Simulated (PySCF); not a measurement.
C₃H₇O (SMILES [CH2]COC), doublet, at a GFN2-xTB geometry. Base run: PySCF with HF/6-31G.

PySCF was given this input:
```python
from pyscf import gto, scf

mol = gto.M(
    atom='''
O    -0.04888471   -0.67223206    0.06807397
C    -0.05570954    0.72754744   -0.05659302
C     1.22552848   -1.23619647   -0.08169678
C    -1.41454210    1.25589409    0.10965413
H     0.63394195    1.17647237    0.69219054
H     0.36058092    1.02033849   -1.04593889
H     1.10629343   -2.31142651    0.03364220
H     1.64551219   -1.02047035   -1.07312140
H     1.92143774   -0.86287170    0.68131421
H    -2.22288454    0.58182199    0.29733567
H    -1.58546504    2.31052188    0.04179988
''',
    basis='6-31g',
    spin=1,
    verbose=4,
)

mf = scf.UHF(mol)
mf.kernel()
mf.analyze()
```

Variants of this job, named by their change:

```
change                             ΔE vs base (mEh)  fitting functions  dipole (D)
---------------------------------  ----------------  -----------------  ----------
base                                          0.000                  -        1.84
auxbasis = def2-universal-jfit                1.270                273        1.84
auxbasis = cc-pvtz-jkfit                      0.036                526        1.84
auxbasis = cc-pvtz-ri                        -0.018                534        1.84
auxbasis = autoaux                            0.322                388        1.85
auxbasis = cc-pvqz-jkfit                      0.006                781        1.84
auxbasis = cc-pvdz-jkfit                      0.166                441        1.84
auxbasis = even-tempered beta=3.0            -1.177                236        1.85
auxbasis = def2-universal-jkfit               0.088                428        1.84
auxbasis = even-tempered beta=2.0             0.364                352        1.85
```

A fitting set is made for a task (jfit for Coulomb, jkfit for Coulomb and exchange, ri for correlation) and for a family of orbital bases.

Open shells are given as the SCF converged; they aren't shown to be the lowest states, and a large step between rows can be another state.
